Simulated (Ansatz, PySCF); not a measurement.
The pair A = H2O (SMILES O) (first 3 atoms), B = CH2F2 (SMILES FCF); geometry from B3LYP-D3(BJ)/def2-TZVP.
(charge 0, multiplicity 1):
```xyz
8

O      0.24600     0.28892    -0.05210
H      0.38210    -0.47114    -0.62652
H     -0.54112     0.08412     0.46666
F      0.68803    -0.70511     3.74615
C      0.29158     0.43972     3.12719
F     -0.96071     0.22613     2.60234
H      0.96935     0.65678     2.30310
H      0.21389     1.23390     3.87017
```

Frozen-core correlation. Rows in 6-31G* carry no dispersion term and start afresh at each structure (6-31G* with six Cartesian d functions).

Run with Ansatz (Gaussian basis) for Hartree–Fock, density functionals and correlated methods; PySCF for 6-31G* rows. Each number belongs to the level named beside it.

Total energies (hartree), monomers frozen at their geometry in the pair:

```
structure                 HF/6-31G*  B3LYP/def2-TZVPPD  CCSD(T)/aug-cc-pVDZ
---------------------  ------------  -----------------  -------------------
AB                     -313.9113629       -315.5718409         -314.7958021
A in the pair's basis   -76.0115614        -76.4694570          -76.2745581
B in the pair's basis  -237.8960390       -239.0985223         -238.5163184
A                       -76.0101929        -76.4694323          -76.2738274
B                      -237.8944833       -239.0984640         -238.5154750
```

**Question.** Work out the interaction energy without and with the counterpoise correction, and the superposition error, for each level.

**Answer.** 
E(AB) − E(A) − E(B), times 627.509 kcal/mol, with the monomers in their own basis and then in the pair's basis:
- HF/6-31G*: -4.20 uncorrected, -2.36 corrected; the monomers gain 1.83 kcal/mol from borrowed functions
- B3LYP/def2-TZVPPD: -2.48 uncorrected, -2.42 corrected; the monomers gain 0.05 kcal/mol from borrowed functions
- CCSD(T)/aug-cc-pVDZ: -4.08 uncorrected, -3.09 corrected; the monomers gain 0.99 kcal/mol from borrowed functions

Ansatz is an electronic-structure program.
